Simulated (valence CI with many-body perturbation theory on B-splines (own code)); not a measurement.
Energy levels of Ir⁴⁴⁺

Method: relativistic CI+MBPT: five valence electrons over a frozen Dirac-Fock core [Ar] 3d10, a basis of 11 s, 11 p, 10 d, 8 f, 5 g, 2 h functions for each j, with the one-electron correlation potential Σ1, the two-electron term Σ2, the three-electron term Σ3, Breit, model QED; selected CI, second order for the rest, scaled by the run's own slope (own B-spline code, finite nucleus).

The last digits are not significant, and no measured levels were compared; by estimate large intervals hold to a few tenths of a per cent, small ones and those within an open d or f shell to about a per cent. Among the levels kept, up to 2200 cm⁻¹ of a level comes from second order outside the variational space, and about a tenth of that is noise between levels of different J, which matters for small intervals.

Levels 1 to 45 of 187, with energies above the lowest level, (4s^2 4p1/2^2 4p3/2) J=3/2. "Leading %" is the weight of the configuration and term that name the level; weights of strongly mixed levels are sums over their largest components and can fall short, so below about 35 % the name and the second component can differ from the true leading terms, or belong to a minority configuration. In the jj column 3d3/2^4 stands for four electrons in 3d with j = 3/2. Lifetimes count E1, E2, E3, M1 and M2 decay at the calculated energies, and are blank where another channel may lead or the interval is too uncertain; long ones can be off by a factor of two.

```tsv
No.	Configuration	Term	J	E (× 10³ cm⁻¹)	Leading %	Leading jj	Lifetime
1	4s2.4p3	2P°	3/2	0.00	47	4s^2 4p1/2^2 4p3/2 (99 %)	
2	4s2.4p3	4S°	3/2	898.90	55	4s^2 4p1/2 4p3/2^2 (99 %)	72.5 ns
3	4s2.4p3	2D°	5/2	945.48	99	4s^2 4p1/2 4p3/2^2 (99 %)	339 ns
4	4s2.4p3	2P°	1/2	1004.3	99	4s^2 4p1/2 4p3/2^2 (99 %)	112 ns
5	4s2.4p2.4d	2D	3/2	1328.3	39	4s^2 4p1/2^2 4d3/2 (98 %)	57.5 ps
6	4s2.4p2.4d	2D	5/2	1573.7	28	4s^2 4p1/2^2 4d5/2 (88 %)	5.65 ps
7	4s.4p4	4P	5/2	1767.0	63	4s 4p1/2^2 4p3/2^2 (86 %)	3.65 ps
8	4s.4p4	2S	1/2	1882.0	58	4s 4p1/2^2 4p3/2^2 (93 %)	2.79 ps
9	4s.4p4	2P	3/2	1898.3	40	4s 4p1/2^2 4p3/2^2 (88 %)	1.44 ps
10	4s2.4p3	2P°	3/2	1911.6	52	4s^2 4p3/2^3 (98 %)	36.1 ns
11	4s2.4p2.4d	2F	5/2	2221.6	46	4s^2 4p1/2 4p3/2 4d3/2 (98 %)	84.7 ps
12	4s2.4p2.4d	4F	3/2	2225.3	37	4s^2 4p1/2 4p3/2 4d3/2 (97 %)	12.1 ps
13	4s2.4p2.4d	4D	1/2	2227.3	80	4s^2 4p1/2 4p3/2 4d3/2 (98 %)	79.4 ps
14	4s2.4p2.4d	2G	7/2	2268.6	49	4s^2 4p1/2 4p3/2 4d3/2 (96 %)	1.41 ns
15	4s2.4p2.4d	2D	5/2	2393.0	34	4s^2 4p1/2 4p3/2 4d3/2 (88 %)	517 fs
16	4s2.4p2.4d	2D	3/2	2404.7	34	4s^2 4p1/2 4p3/2 4d3/2 (89 %)	401 fs
17	4s2.4p2.4d	2P	1/2	2412.7	37	4s^2 4p1/2 4p3/2 4d3/2 (94 %)	486 fs
18	4s2.4p2.4d	4D	7/2	2422.7	48	4s^2 4p1/2 4p3/2 4d5/2 (99 %)	1.12 ns
19	4s2.4p2.4d	2P	3/2	2452.1	41	4s^2 4p1/2 4p3/2 4d5/2 (85 %)	10.8 ps
20	4s2.4p2.4d	2G	9/2	2474.8	61	4s^2 4p1/2 4p3/2 4d5/2 (99 %)	2.92 μs
21	4s2.4p2.4d	2D	5/2	2476.6	32	4s^2 4p1/2 4p3/2 4d5/2 (88 %)	7.13 ps
22	4s2.4p2.4d	2F	7/2	2588.9	55	4s^2 4p1/2 4p3/2 4d5/2 (93 %)	1.77 ps
23	4s2.4p2.4d	2D	5/2	2589.1	36	4s^2 4p1/2 4p3/2 4d5/2 (90 %)	1.07 ps
24	4s2.4p2.4d	2D	3/2	2607.7	59	4s^2 4p1/2 4p3/2 4d5/2 (92 %)	2.62 ps
25	4s2.4p2.4d	2P	1/2	2617.7	51	4s^2 4p1/2 4p3/2 4d5/2 (91 %)	2.01 ps
26	4s.4p4	4P	3/2	2729.4	62	4s 4p1/2 4p3/2^3 (80 %)	1.39 ps
27	4s.4p4	2D	5/2	2793.8	64	4s 4p1/2 4p3/2^3 (84 %)	1.42 ps
28	4s.4p4	2P	1/2	2880.5	52	4s 4p1/2 4p3/2^3 (84 %)	717 fs
29	4s.4p4	2P	3/2	2886.3	46	4s 4p1/2 4p3/2^3 (87 %)	773 fs
30	4s2.4p2.4f	4G°	5/2	3035.1	20	4s^2 4p1/2^2 4f5/2 (61 %)	16.8 ps
31	4s.4p3.4d	6D°	3/2	3065.3	27	4s 4p1/2^2 4p3/2 4d3/2 (96 %)	13.5 ps
32	4s.4p3.4d	4P°	1/2	3066.2	45	4s 4p1/2^2 4p3/2 4d3/2 (95 %)	26.8 ps
33	4s.4p3.4d	4D°	5/2	3066.8	18	4s 4p1/2^2 4p3/2 4d3/2 (74 %)	17.4 ps
34	4s.4p3.4d	4F°	7/2	3072.4	19	4s 4p1/2^2 4p3/2 4d3/2 (68 %)	33.1 ps
35	4s2.4p2.4f	2F°	7/2	3158.8	20	4s^2 4p1/2^2 4f7/2 (67 %)	6.35 ps
36	4s.4p3.4d	2D°	3/2	3172.8	27	4s 4p1/2^2 4p3/2 4d3/2 (82 %)	2.82 ps
37	4s.4p3.4d	4D°	1/2	3240.5	49	4s 4p1/2^2 4p3/2 4d3/2 (93 %)	1.53 ps
38	4s.4p3.4d	4F°	9/2	3253.5	47	4s 4p1/2^2 4p3/2 4d5/2 (96 %)	39.5 ps
39	4s.4p3.4d	4G°	5/2	3265.8	20	4s 4p1/2^2 4p3/2 4d3/2 (77 %)	997 fs
40	4s2.4p2.4d	2D	3/2	3286.4	33	4s^2 4p3/2^2 4d3/2 (91 %)	503 fs
41	4s2.4p2.4d	4P	1/2	3292.7	43	4s^2 4p3/2^2 4d3/2 (90 %)	554 fs
42	4s2.4p2.4d	2D	5/2	3293.2	27	4s^2 4p3/2^2 4d3/2 (89 %)	601 fs
43	4s2.4p2.4d	2F	7/2	3309.8	48	4s^2 4p3/2^2 4d3/2 (93 %)	652 fs
44	4s.4p3.4d	4D°	5/2	3329.3	31	4s 4p1/2^2 4p3/2 4d5/2 (94 %)	3.08 ps
45	4s.4p3.4d	2P°	3/2	3370.5	28	4s 4p1/2^2 4p3/2 4d5/2 (79 %)	4.24 ps
```

The ionisation energy to 4s2.4p2 3P_0 of the next ion comes out as 2260.2 eV (NIST: 2258 ± 4 eV (theoretical)). All 187 levels together are meant to be complete up to 4988.4 × 10³ cm⁻¹.
